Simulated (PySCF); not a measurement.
PySCF input file for chloro(methylsilyl)silane (CH₇ClSi₂), SMILES C[SiH2][SiH2]Cl, TDDFT-CAM-B3LYP/def2-SVPD. The structure is a stationary point at B3LYP-D3(BJ)/def2-SVP. One conformer was computed; it need not be the lowest.

```python
import numpy as np
from pyscf import gto, scf, dft, tdscf

mol = gto.M(
    atom='''
    Si    0.86435195    0.29197927    0.80789012
    Cl    1.57570838    0.30443096   -1.16786254
    Si   -1.26064195   -0.69974490    0.70435030
    C    -2.25471701    0.16461817   -0.64757469
    H     0.81384024    1.70601623    1.27979923
    H     1.84460103   -0.45117014    1.64914861
    H    -1.93548860   -0.59364089    2.03431974
    H    -1.07682030   -2.14750435    0.38683081
    H    -2.44894476    1.21477309   -0.37859025
    H    -3.22186462   -0.33507353   -0.81344194
    H    -1.68600352    0.15228295   -1.59032100
    ''',
    basis='def2-SVPD',
    charge=0,
    spin=0,
    max_memory=1600,
    verbose=4,
)
mf = dft.RKS(mol, xc='cam-b3lyp').density_fit(auxbasis='def2-universal-jkfit')
mf.grids.level = 3
mf.conv_tol = 1e-9
mf.max_cycle = 100
mf.kernel()
mf.grids = dft.Grids(mol).set(level=1).build(with_non0tab=True)  # coarser grid for the response kernel
td = tdscf.TDDFT(mf)
td.singlet = True
td.nstates = 10
td.conv_tol = 1e-4
td.positive_eig_threshold = 1e-6
td.kernel(x0=td.get_init_guess(mf, 15))
td.analyze()
tt = tdscf.TDA(mf)
tt.singlet = False
tt.nstates = 4
tt.conv_tol = 1e-4
tt.positive_eig_threshold = 1e-6
tt.kernel(x0=tt.get_init_guess(mf, 9))
tt.analyze(verbose=3)
```

Log of the run:

```
PySCF version 2.14.0

[INPUT] verbose = 4
[INPUT] num. atoms = 11
[INPUT] num. electrons = 58
[INPUT] charge = 0
[INPUT] spin (= nelec alpha-beta = 2S) = 0
[INPUT] symmetry False subgroup None
[INPUT] Mole.unit = angstrom
[INPUT] Symbol           X                Y                Z      unit          X                Y                Z       unit  Magmom
[INPUT]  1 Si     0.864351950000   0.291979270000   0.807890120000 AA    1.633388460734   0.551760854350   1.526691065542 Bohr   0.0
[INPUT]  2 Cl     1.575708380000   0.304430960000  -1.167862540000 AA    2.977657290382   0.575291138238  -2.206940351739 Bohr   0.0
[INPUT]  3 Si    -1.260641950000  -0.699744900000   0.704350300000 AA   -2.382268026638  -1.322326218061   1.331029162755 Bohr   0.0
[INPUT]  4 C     -2.254717010000   0.164618170000  -0.647574690000 AA   -4.260797637298   0.311083256427  -1.223738809300 Bohr   0.0
[INPUT]  5 H      0.813840240000   1.706016230000   1.279799230000 AA    1.537935162750   3.223903438763   2.418470039129 Bohr   0.0
[INPUT]  6 H      1.844601030000  -0.451170140000   1.649148610000 AA    3.485790755791  -0.852588000182   3.116439211607 Bohr   0.0
[INPUT]  7 H     -1.935488600000  -0.593640890000   2.034319740000 AA   -3.657543371218  -1.121818698443   3.844307158396 Bohr   0.0
[INPUT]  8 H     -1.076820300000  -2.147504350000   0.386830810000 AA   -2.034895452372  -4.058195072812   0.731004287444 Bohr   0.0
[INPUT]  9 H     -2.448944760000   1.214773090000  -0.378590250000 AA   -4.627834890589   2.295588443592  -0.715431885931 Bohr   0.0
[INPUT] 10 H     -3.221864620000  -0.335073530000  -0.813441940000 AA   -6.088441742226  -0.633197203291  -1.537182484835 Bohr   0.0
[INPUT] 11 H     -1.686003520000   0.152282950000  -1.590321000000 AA   -3.186084897853   0.287773068941  -3.005271140144 Bohr   0.0

nuclear repulsion = 266.892206314393
number of shells = 67
number of NR pGTOs = 229
number of NR cGTOs = 151
basis = def2-SVPD
ecp = {}


[settings echo left out]
init E= -1081.06952644333
  HOMO = -0.297205031157948  LUMO = -0.0341104405695991  gap/eV = 7.15917
cycle= 1 E= -1081.1651710234  delta_E= -0.0956  |g|= 0.323  |ddm|= 3.54
  HOMO = -0.337643682850884  LUMO = -0.0016030119941739  gap/eV = 9.14413
cycle= 2 E= -1081.17585898167  delta_E= -0.0107  |g|= 0.28  |ddm|= 0.836
  HOMO = -0.340811588174253  LUMO = 0.0127983591973835  gap/eV = 9.62222
cycle= 3 E= -1081.19836950944  delta_E= -0.0225  |g|= 0.02  |ddm|= 0.389
  HOMO = -0.340210533845799  LUMO = 0.0140241403471917  gap/eV = 9.63922
cycle= 4 E= -1081.19852005742  delta_E= -0.000151  |g|= 0.00727  |ddm|= 0.0613
  HOMO = -0.341335673559563  LUMO = 0.0134250084260694  gap/eV = 9.65353
cycle= 5 E= -1081.19853589655  delta_E= -1.58e-05  |g|= 0.00193  |ddm|= 0.0135
  HOMO = -0.34133503874255  LUMO = 0.0134822769981011  gap/eV = 9.65507
cycle= 6 E= -1081.19853701608  delta_E= -1.12e-06  |g|= 0.000323  |ddm|= 0.00372
  HOMO = -0.341291694524932  LUMO = 0.0135056939366054  gap/eV = 9.65453
cycle= 7 E= -1081.19853705666  delta_E= -4.06e-08  |g|= 8.52e-05  |ddm|= 0.000739
  HOMO = -0.341308800665411  LUMO = 0.0134973033532839  gap/eV = 9.65477
cycle= 8 E= -1081.19853705953  delta_E= -2.87e-09  |g|= 1.85e-05  |ddm|= 0.000168
  HOMO = -0.341307687889293  LUMO = 0.0134981856517404  gap/eV = 9.65476
cycle= 9 E= -1081.19853705971  delta_E= -1.87e-10  |g|= 4.29e-06  |ddm|= 5.18e-05
  HOMO = -0.341308011962621  LUMO = 0.0134980505306559  gap/eV = 9.65476
Extra cycle  E= -1081.19853705972  delta_E= -3.87e-12  |g|= 2.32e-06  |ddm|= 1.24e-05
converged SCF energy = -1081.19853705972
tot grids = 41624
Overwritten attributes  positive_eig_threshold  of <class 'pyscf.tdscf.rks.TDDFT'>


******** <class 'pyscf.tdscf.rks.TDDFT'> for <class 'pyscf.df.df_jk.DFRKS'> ********
nstates = 10 singlet
deg_eia_thresh = 1.000e-03
wfnsym = None
conv_tol = 0.0001
eigh lindep = 1e-12
eigh level_shift = 0
eigh max_cycle = 100


Excitation energies (eV)
[6.23353802 7.08488236 7.16525031 7.53240946 7.90735796 8.04569568
 8.10943575 8.22351017 8.3329459  8.43614346]

** Singlet excitation energies and oscillator strengths **
Excited State   1:      6.23354 eV    198.90 nm  f=0.0180
      29 -> 30        0.68553
Excited State   2:      7.08488 eV    175.00 nm  f=0.0005
      28 -> 30        0.62179
      28 -> 31        0.11194
      29 -> 31        0.24388
Excited State   3:      7.16525 eV    173.04 nm  f=0.0368
      28 -> 30        0.26891
      29 -> 31       -0.57269
      29 -> 33       -0.18675
      29 -> 34       -0.12591
Excited State   4:      7.53241 eV    164.60 nm  f=0.0489
      29 -> 31        0.15998
      29 -> 32       -0.65077
      29 -> 33       -0.13659
Excited State   5:      7.90736 eV    156.80 nm  f=0.2387
      27 -> 30       -0.12340
      29 -> 31       -0.16205
      29 -> 32       -0.17191
      29 -> 33        0.59956
      29 -> 35        0.15053
Excited State   6:      8.04570 eV    154.10 nm  f=0.0501
      25 -> 30        0.45883
      26 -> 30        0.32569
      27 -> 30        0.22927
      28 -> 31        0.11429
      29 -> 33        0.11445
      29 -> 34       -0.16173
      29 -> 37        0.15235
Excited State   7:      8.10944 eV    152.89 nm  f=0.0052
      25 -> 30       -0.13095
      26 -> 30       -0.13031
      27 -> 30        0.18143
      29 -> 31        0.11250
      29 -> 34       -0.53212
      29 -> 35        0.23798
      29 -> 37        0.11606
      29 -> 38       -0.10299
Excited State   8:      8.22351 eV    150.77 nm  f=0.0727
      26 -> 30       -0.36990
      26 -> 31        0.10480
      27 -> 30        0.48769
      29 -> 34        0.16043
      29 -> 35       -0.11864
Excited State   9:      8.33295 eV    148.79 nm  f=0.1472
      25 -> 30        0.30833
      26 -> 30       -0.37447
      26 -> 31        0.13139
      26 -> 32        0.10632
      27 -> 30       -0.27974
      27 -> 31        0.18118
      28 -> 31        0.18697
Excited State  10:      8.43614 eV    146.97 nm  f=0.0356
      25 -> 30       -0.18416
      27 -> 30        0.12346
      27 -> 31        0.12316
      28 -> 31        0.24549
      28 -> 32        0.53449
      29 -> 35        0.11438

** Transition electric dipole moments (AU) **
state          X           Y           Z        Dip. S.      Osc.
  1         0.2044      0.0948     -0.2594      0.1181      0.0180
  2        -0.0426      0.0072      0.0293      0.0027      0.0005
  3        -0.0639      0.4417     -0.1020      0.2096      0.0368
  4         0.3741      0.2484      0.2514      0.2649      0.0489
  5         1.0105      0.4497     -0.0950      1.2323      0.2387
  6         0.4264      0.2237      0.1499      0.2543      0.0501
  7        -0.1067     -0.1017      0.0667      0.0262      0.0052
  8         0.5248     -0.1431      0.2553      0.3610      0.0727
  9        -0.8426     -0.0791     -0.0684      0.7210      0.1472
 10        -0.0805     -0.3756     -0.1578      0.1724      0.0356

** Transition velocity dipole moments (imaginary part, AU) **
state          X           Y           Z        Dip. S.      Osc.
  1         0.0456      0.0209     -0.0638      0.0066      0.0192
  2        -0.0097     -0.0022      0.0086      0.0002      0.0004
  3        -0.0168      0.1205     -0.0278      0.0156      0.0394
  4         0.1089      0.0738      0.0705      0.0223      0.0536
  5         0.3049      0.1356     -0.0287      0.1122      0.2573
  6         0.1266      0.0663      0.0461      0.0225      0.0508
  7        -0.0308     -0.0328      0.0197      0.0024      0.0054
  8         0.1623     -0.0439      0.0803      0.0347      0.0766
  9        -0.2645     -0.0248     -0.0224      0.0711      0.1547
 10        -0.0237     -0.1216     -0.0504      0.0179      0.0385

** Transition magnetic dipole moments (imaginary part, AU) **
state          X           Y           Z
  1        -0.3137      0.5600     -0.1792
  2        -0.8460     -0.4424     -0.4558
  3         0.0977     -0.2987     -0.1607
  4         0.3286     -0.4721      0.1675
  5         0.4475     -0.9187     -0.1817
  6        -0.1446      0.2801      0.0210
  7         0.0234      0.0946      0.2997
  8         0.5792     -0.4582     -0.5233
  9        -0.1680      1.9022      0.1472
 10        -0.5735     -0.2711     -0.1198
Overwritten attributes  positive_eig_threshold  of <class 'pyscf.tdscf.rks.TDA'>


******** <class 'pyscf.tdscf.rks.TDA'> for <class 'pyscf.df.df_jk.DFRKS'> ********
nstates = 4 triplet
deg_eia_thresh = 1.000e-03
wfnsym = None
conv_tol = 0.0001
eigh lindep = 1e-12
eigh level_shift = 0
eigh max_cycle = 100


Excitation energies (eV)
[5.60936371 6.31409316 6.70880126 6.96083937]

** Triplet excitation energies and oscillator strengths **
Excited State   1:      5.60936 eV    221.03 nm  f=0.0000
Excited State   2:      6.31409 eV    196.36 nm  f=0.0000
Excited State   3:      6.70880 eV    184.81 nm  f=0.0000
Excited State   4:      6.96084 eV    178.12 nm  f=0.0000
```

The run converged.
